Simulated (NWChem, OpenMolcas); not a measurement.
**GeSe (Germanium monoselenide): the dipole moment, rung by rung**

The species is GeSe (2 atoms), meant as a singlet with charge 0. SMILES: `[Ge-]#[Se+]`. The bond length is the measured one.

```xyz
2

Ge    0.0000    0.0000    0.0000
Se    0.0000    0.0000    2.1346
```

Quantity: the dipole moment, in D. The values are calculated.

```json
{"level": "revPBE/aug-cc-pVTZ", "kind": "GGA", "program": "OpenMolcas", "value (D)": "1.61"}
{"level": "M06-L/aug-cc-pVTZ", "kind": "meta-GGA", "program": "OpenMolcas", "value (D)": "1.60"}
{"level": "TPSS/aug-cc-pVTZ", "kind": "meta-GGA", "program": "OpenMolcas", "value (D)": "1.64"}
{"level": "B3LYP/aug-cc-pVTZ", "kind": "global hybrid", "program": "OpenMolcas", "value (D)": "1.84"}
{"level": "M06-2X/aug-cc-pVTZ", "kind": "hybrid meta-GGA", "program": "OpenMolcas", "value (D)": "?"}
{"level": "PBE0/aug-cc-pVTZ", "kind": "global hybrid", "program": "OpenMolcas", "value (D)": "?"}
{"level": "CAM-B3LYP/aug-cc-pVTZ", "kind": "range-separated hybrid", "program": "NWChem", "value (D)": "2.03"}
{"level": "wB97X/aug-cc-pVTZ", "kind": "range-separated hybrid", "program": "NWChem", "value (D)": "2.06"}
```

(1) Estimate what the levels marked ? give.

## Answers

(1) As computed at these levels: M06-2X/aug-cc-pVTZ: 2.13 D; PBE0/aug-cc-pVTZ: 1.85 D. All-electron rows without a relativistic Hamiltonian named are non-relativistic. The values span 1.60 to 2.13 D.
